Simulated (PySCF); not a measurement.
C₄H₈Si, SMILES C(C#C)[SiH2]C.

Coordinates come from a B3LYP-D3(BJ)/def2-SVP optimisation. Other conformers were not sampled.

Two levels are set side by side: PBE/def2-TZVP (PySCF) and B3LYP/def2-TZVP (PySCF). Same geometry, gas phase. Differences are taken from unrounded values.

```tsv
quantity	PBE
orbital gap (eV)	6.13
highest occupied level (eV)	-6.12
lowest empty level (eV)	0.01
dipole moment (D)	1.54
mean polarisability (bohr³)	75.4
```

### Question
These are the PBE values. What does B3LYP give? (Estimate from the structure and the level; the computed values follow.)

### Answer

```csv
quantity,B3LYP,PBE minus B3LYP
orbital gap (eV),7.60,-1.48
highest occupied level (eV),-7.07,0.95
lowest empty level (eV),0.54,-0.53
dipole moment (D),1.47,0.07
mean polarisability (bohr³),73.3,2.1
```

Without exact exchange PBE keeps part of each electron's self-repulsion, which lifts occupied levels and narrows the gap. Differences between two approximate levels are no errors against the true value.

Rough cost on one machine, each run with all the roots and properties that it gave: B3LYP against PBE within a factor of 2.
